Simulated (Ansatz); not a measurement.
Cost and result up the ladder for the cluster SiTe2⁻ (the lowest doublet isomer of a short search) (3 atoms). The state is a doublet with charge -1. Geometry: r2SCAN-D4/def2-TZVPD.

Cartesian coordinates in Å:
```
Si -0.057 -0.442 -0.452
Te 2.144 0.443 -0.259
Te -2.087 -0.001 0.711
```

Ansatz on 4 threads of Arm Neoverse V2 on a shared host. Times are rough, summed over both states, and most runs start from the orbitals of an earlier one. RPA@PBE/def2-TZVPD serves as the yardstick here, not as an exact answer. Differences are given only for rows in sets of like size (and for xTB, whose basis is part of the method), since another set adds its own error. The other state is a quartet at its own geometry.

In the def2 sets Te takes a core potential, while STO-3G treats all electrons; there is no spin–orbit coupling. LC-ωPBE has ω = 0.4 bohr⁻¹. B3LYP takes the VWN-RPA correlation. Correlated methods freeze 13 core orbitals; core or outer-core shells of Te are correlated, in sets that lack core-valence functions. The rows differ in basis, and correlated rows in double-zeta sets carry the largest basis error. The structure comes from a short search, and lower isomers may exist.

Run but left out: GFN2-xTB (tight binding far off the other levels).

Correlated methods converge slowly with the basis, most of all in double-zeta sets.

```json
{"level": "HF/STO-3G", "functions": "63", "wall time": "1.8 s", "quartet − doublet (eV)": "1.57", "difference from RPA@PBE/def2-TZVPD (eV)": "–", "remarks": "HOMO above zero (doublet), HOMO above zero (quartet)"}
{"level": "PBE-D4/def2-TZVPD", "functions": "161", "wall time": "5.5 s", "quartet − doublet (eV)": "1.77", "difference from RPA@PBE/def2-TZVPD (eV)": "-0.02", "remarks": "HOMO above zero (quartet)"}
{"level": "MP2/def2-TZVPD", "functions": "161", "wall time": "7.5 s", "quartet − doublet (eV)": "2.11", "difference from RPA@PBE/def2-TZVPD (eV)": "0.32", "remarks": "–"}
{"level": "PBE0-D4/def2-TZVPD", "functions": "161", "wall time": "8.6 s", "quartet − doublet (eV)": "1.76", "difference from RPA@PBE/def2-TZVPD (eV)": "-0.04", "remarks": "HOMO above zero (quartet)"}
{"level": "B3LYP-D4/def2-TZVPD", "functions": "161", "wall time": "9.6 s", "quartet − doublet (eV)": "1.82", "difference from RPA@PBE/def2-TZVPD (eV)": "0.02", "remarks": "HOMO above zero (quartet)"}
{"level": "LC-ωPBE/def2-TZVPD", "functions": "161", "wall time": "13 s", "quartet − doublet (eV)": "1.73", "difference from RPA@PBE/def2-TZVPD (eV)": "-0.07", "remarks": "–"}
{"level": "RPA@PBE/def2-TZVPD", "functions": "161", "wall time": "13 s", "quartet − doublet (eV)": "1.80", "difference from RPA@PBE/def2-TZVPD (eV)": "0.00", "remarks": "–"}
{"level": "r2SCAN-D4/def2-TZVPD (with forces)", "functions": "161", "wall time": "15 s", "quartet − doublet (eV)": "1.74", "difference from RPA@PBE/def2-TZVPD (eV)": "-0.06", "remarks": "HOMO above zero (quartet)"}
{"level": "CCSD(T)/def2-SVPD", "functions": "94", "wall time": "15 s", "quartet − doublet (eV)": "1.82", "difference from RPA@PBE/def2-TZVPD (eV)": "–", "remarks": "–"}
{"level": "BHLYP-D4/def2-TZVPD", "functions": "161", "wall time": "15 s", "quartet − doublet (eV)": "1.77", "difference from RPA@PBE/def2-TZVPD (eV)": "-0.02", "remarks": "–"}
{"level": "CAM-B3LYP-D4/def2-TZVPD", "functions": "161", "wall time": "16 s", "quartet − doublet (eV)": "1.84", "difference from RPA@PBE/def2-TZVPD (eV)": "0.04", "remarks": "–"}
{"level": "r2SCANh-D4/def2-TZVPD", "functions": "161", "wall time": "17 s", "quartet − doublet (eV)": "1.73", "difference from RPA@PBE/def2-TZVPD (eV)": "-0.07", "remarks": "HOMO above zero (quartet)"}
```
